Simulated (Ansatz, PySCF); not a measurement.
Gas-phase reaction (SMILES): CO[Si](C)(OC)OC [trimethoxy(methyl)silane] + [H][H] (H2) → CO[SiH](OC)OC [trimethoxysilane] + C (CH4); hydrogen cleaves one Si-C bond, a model of a ligand-exchange step.

Geometries: B3LYP-D3(BJ)/def2-TZVP minima from Ansatz (a quantum-chemistry and plane-wave program), one conformer each, not searched for the lowest. Valence correlation only, unless marked. Spin-orbit coupling is left out. No relativistic terms. CBS marks a two-point X^-3 extrapolation of the correlation energy; Hartree-Fock from the larger set. [CCSD(T)-MP2]/basis is that difference in the basis named. Thermal terms are rigid-rotor harmonic-oscillator values from B3LYP-D3(BJ) frequencies (Ansatz or PySCF) at 298.15 K and 1 atm. 1 Eh = 627.5095 kcal/mol.

```tsv
species	E, RI-MP2/CBS(cc-pV(T+d)Z,cc-pV(Q+d)Z)+[CCSD(T)-MP2]/cc-pV(T+d)Z (Ansatz) (Eh)	E, PBE0-D4/def2-TZVPD (Ansatz + dftd4) (Eh)	H - E (Eh)
CO[Si](C)(OC)OC	-674.15692	-674.56421	0.17864
[H][H] (H2)	-1.17529	-1.16831	0.01336
CO[SiH](OC)OC	-634.87796	-635.26458	0.14858
C (CH4)	-40.46125	-40.47492	0.04840
```

Problem. Work out ΔE and ΔH at 298.15 K at the first level, then ΔH at the second.

Solution. 
1. ΔE = [(-634.87796) + (-40.46125)] - [(-674.15692) + (-1.17529)] = -0.00700 Eh = -4.4 kcal/mol at RI-MP2/CBS(cc-pV(T+d)Z,cc-pV(Q+d)Z)+[CCSD(T)-MP2]/cc-pV(T+d)Z.
2. The terms H - E add up to 0.00498 Eh, so ΔH = (-0.00700 + (0.00498))×627.5095 = -1.3 kcal/mol.
3. At PBE0-D4/def2-TZVPD the same steps give ΔE = -4.4 and ΔH = -1.3 kcal/mol, a shift of +0.0 from the first level.
4. These values are not checked against measurement here, since the tables used lack a sound gas-phase enthalpy of formation for at least one species.
